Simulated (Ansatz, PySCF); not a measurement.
CH2BF3, SMILES FC(F)(F)B.

The structure is a stationary point at B3LYP-D3(BJ)/def2-SVP.

Vertical ionisation energy (IE) and electron affinity (EA) in eV. Rows of orbital energies are one-electron estimates. Where ΔSCF, EOM or ADC give a negative EA the extra electron is unbound and the value depends on the basis.

```json
[
 {"level": "−ε(HOMO), −ε(LUMO), CAM-B3LYP/def2-TZVP (PySCF)", "IE": "(withheld)", "EA": "(withheld)"},
 {"level": "ΔSCF, PBE0/def2-SVPD (Ansatz), final states of multiplicity 2 and 2", "IE": "12.83", "EA": "0.70"}
]
```

### Question
Some entries are withheld; supply them. (An estimate is asked for; the answer gives what the named calculation found.)

### Answer

- −ε(HOMO), −ε(LUMO), CAM-B3LYP/def2-TZVP (PySCF), IE: 11.68
- −ε(HOMO), −ε(LUMO), CAM-B3LYP/def2-TZVP (PySCF), EA: 1.63

### Question
What vertical singlet–triplet gap does ΔSCF give with PBE0/def2-SVPD (Ansatz, an electronic-structure program)? (The exact figures need the calculation; the answer reports its results.)

### Answer
4.95 eV (triplet above singlet where positive).
